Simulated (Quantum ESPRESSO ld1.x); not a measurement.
The numbers below are computed, except where a source is named.
Problem. These are the eigenvalues of the occupied orbitals of an atom or ion with whole-number occupations (hartree). Code: ld1.x of Quantum ESPRESSO 7.5. Model: non-relativistic Kohn-Sham, BLYP, spin-unpolarised, spherical densities, point nucleus.

orbital  eigenvalue
1s         -234.316
2s         -26.9292
2p         -23.0905
3s         -3.08280
3p         -1.98721
3d         -0.25362
4s         -0.18166

Which element is it, and in what charge state? The configuration may be excited.

Solution. Z = 25, manganese, charge 0: Mn in [Ar] 3d5 4s2. The list shows which subshells hold electrons but not how many an open one holds; the 1s level, -234.32 hartree, gives Z - s = 21.6 by -(Z - s)^2/2, which with screening narrows Z to a few neighbours, and the depths of the outer levels then fix element, charge and occupations together.
